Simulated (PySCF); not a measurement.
Species: FGe₂H₇Si.
Structure used (PBE0-D3(BJ)/def2-SVP), in Å, numbered top down from 1:
```xyz
11
FGe2H7Si angstrom
F      0.0026   -2.2498   -0.7788
Ge     0.1328   -0.4959   -0.7942
Si    -2.0016    0.3767   -0.1725
Ge     1.8984    0.0829    0.7665
H      0.5096   -0.1348   -2.2481
H     -3.0613   -0.0367   -1.1391
H     -1.8930    1.8689   -0.1626
H     -2.3549   -0.0956    1.1991
H      3.2338   -0.5552    0.3485
H      2.0546    1.6154    0.7902
H      1.5179   -0.4016    2.1757
```

Method: PBE0-D3(BJ)/def2-SVP geometry optimisation, gas phase (PySCF).

Take the most abundant isotopes and a rigid rotor. 

Question: What are A, B and C (MHz)?

Answer: Ia = 167.02, Ib = 455.06, Ic = 563.76 u·Å²; 505379 MHz·u·Å²/I gives A = 3026, B = 1111, C = 896.4 MHz.

Question: Classify the top.

Answer: An asymmetric top; Ray's κ = -0.799.

Question: Is it planar, by Δ = Ic − Ia − Ib?

Answer: Not planar: Δ = Ic − Ia − Ib = -58.32 u·Å². For a rigid frame Δ = −2 Σ m c², so Σ m c² = 29.16 u·Å² lies off the ab plane: 9.58 from hydrogen and 19.58 from heavier atoms. The atom farthest from that plane is 1.79 Å away.

Question: List the rotational levels J(Ka,Kc) to J = 5 (K).

Answer: Above 0(0,0), as E/k:
J = 1: 1(0,1) 0.096, 1(1,1) 0.188, 1(1,0) 0.199
J = 2: 2(0,2) 0.288, 2(1,2) 0.371, 2(1,1) 0.401, 2(2,1) 0.677, 2(2,0) 0.678
J = 3: 3(0,3) 0.574, 3(1,3) 0.644, 3(1,2) 0.705, 3(2,2) 0.966, 3(2,1) 0.970, 3(3,1) 1.452, 3(3,0) 1.452
J = 4: 4(0,4) 0.951, 4(1,4) 1.007, 4(1,3) 1.109, 4(2,3) 1.351, 4(2,2) 1.363, 4(3,2) 1.839, 4(3,1) 1.839, 4(4,1) 2.517, 4(4,0) 2.517
J = 5: 5(0,5) 1.418, 5(1,5) 1.460, 5(1,4) 1.613, 5(2,4) 1.831, 5(2,3) 1.857, 5(3,3) 2.323, 5(3,2) 2.324, 5(4,2) 3.000, 5(4,1) 3.000, 5(5,1) 3.872, 5(5,0) 3.872
The levels of one J sum to (2J + 1)J(J + 1)(A + B + C)/3.

Question: Predict some low-J microwave lines.

Answer: The dipole components are |μa| = 0.35 D, |μb| = 1.70 D, |μc| = 0.96 D. Intensities carry the squares of the components, which stand as 0.04 : 1.00 : 0.32 (a : b : c). Some of the stronger lines:

```
type  branch         J(Ka,Kc)    MHz  lower level (cm⁻¹)
   c       Q  1(1,1) ← 1(0,1)   1915               0.067
   b       Q  1(1,0) ← 1(0,1)   2129               0.067
   b       Q  2(1,1) ← 2(0,2)   2360               0.200
   c       R  1(1,0) ← 0(0,0)   4136               0.000
   c       R  2(1,1) ← 1(0,1)   6358               0.067
   b       R  3(1,3) ← 2(0,2)   7408               0.200
   b       R  2(2,0) ← 1(1,1)  10205               0.131
   c       R  3(2,1) ← 2(1,1)  11851               0.279
   b       R  3(3,1) ← 2(2,0)  16126               0.471
   c       R  3(3,1) ← 2(2,1)  16143               0.471
```

Question: Estimate the classical rotational partition function at 10 K, 200 K and 298.15 K.

Answer: Point group C1, symmetry number σ = 1; q = (√π/σ)·√((kT/h)³/(ABC)), k/h = 20836.6 MHz/K: 3070 at 10 K, 275000 at 200 K, 500000 at 298.15 K.

Whether it is a minimum is left open (no frequencies). No vibrational averaging or centrifugal distortion is included, and the geometry carries the error of its method. A rigid rotor knows nothing of internal rotation, which can split or shift real lines.

Time: 80 s of wall time; peak memory 0.54 GiB. Hardware: one thread of an Arm Neoverse V1 (shared host). That covers the optimisation of the geometry.
